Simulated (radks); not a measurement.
The numbers below are computed, except where a source is named.
Excited configurations of the bromine ion Br2+: one electron is placed in a higher orbital outside [Ar] 3d10 4s2 4p2. The ground configuration is [Ar] 3d10 4s2 4p3. Code: a radial shooting solver on a logarithmic mesh with Libxc functionals. Model: scalar-relativistic Kohn-Sham, PBEsol, spin-unpolarised, spherical densities, point nucleus. Excitation = E - E(ground); binding = E(ion) - E, where the ion is the core of charge +3; n* = 3/sqrt(2 binding) in atomic units, and the quantum defect is n - n*.

| outer orbital | excitation (eV) | binding (eV) | n* | quantum defect | eigenvalue (eV) |
|---|---|---|---|---|---|
| 4d | 17.207 | 16.802 | 2.700 | 1.300 | -12.924 |
| 5s | 17.287 | 16.722 | 2.706 | 2.294 | -14.164 |
| 5p | 20.661 | 13.348 | 3.029 | 1.971 | -11.241 |
| 5d | 25.120 | 8.889 | 3.712 | 1.288 | -7.400 |
| 5f | 28.612 | 5.397 | 4.763 | 0.237 | -4.430 |
| 6s | 24.961 | 9.049 | 3.679 | 2.321 | -7.754 |
| 6p | 26.348 | 7.661 | 3.998 | 2.002 | -6.525 |
| 6d | 28.409 | 5.600 | 4.676 | 1.324 | -4.759 |
| 6f | 30.204 | 3.805 | 5.673 | 0.327 | -3.216 |
| 7s | 28.332 | 5.677 | 4.644 | 2.356 | -4.915 |
| 7p | 29.030 | 4.979 | 4.959 | 2.041 | -4.296 |
| 7f | 31.201 | 2.809 | 6.603 | 0.397 | -2.412 |

The Delta-SCF ionisation energy is 34.009 eV (NIST Atomic Spectra Database: 34.87 eV, measured). Self-interaction in the functional shifts the binding energies and quantum defects, so they are the method's values and not measured ones. Spin polarisation and multiplet splitting are left out, so open shells lie too high by an amount that depends on their filling.

Beside tabulated values, note that spin-unpolarised runs miss the spin-polarisation part of the exchange energy of open shells.
